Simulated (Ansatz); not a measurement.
Consider the formal exchange of groups at the Si–N bond: `CN[SiH](C)O` + `O[SiH2]O` → `C[SiH](O)[SiH](O)O` + CH₃NH₂.

Calculated with Ansatz (gas phase, PBE0-D4/def2-TZVP geometries, no zero-point term in ΔE). CCSD(T)/CBS is the MP2 limit (def2-TZVPP, def2-QZVPP) plus CCSD(T) − MP2 in def2-TZVPP, frozen cores. Functionals use def2-TZVPP. B3LYP here is the variant with VWN-RPA as its local correlation; programs differ in this. One conformer a species, not always the lowest.

Q: Is it downhill or uphill in electronic energy at CCSD(T)/CBS, and by how much? (Estimate.)

A: The calculation gave: Uphill: ΔE = +21.5 kcal/mol.

Q: What do these levels give: PBE0-D4, B3LYP-D4, PBE0, HF/def2-TZVPP, CCSD/def2-TZVPP, MP2/def2-QZVPP? (Estimate.)

A: Computed: PBE0-D4 18.1, B3LYP-D4 20.4, PBE0 18.3, HF/def2-TZVPP 24.9, CCSD/def2-TZVPP 22.2, MP2/def2-QZVPP 23.6 kcal/mol.

Largest T1 diagnostic among the species: 0.012.

In def2-TZVPP, CCSD(T) changes the Hartree–Fock value by −3.2 kcal/mol (the triples alone add −0.5 kcal/mol) and MP2 by −1.3 kcal/mol. From PBE to PBE0 (25 % exact exchange), in def2-TZVPP and without D4, ΔE moves by +1.8 kcal/mol.
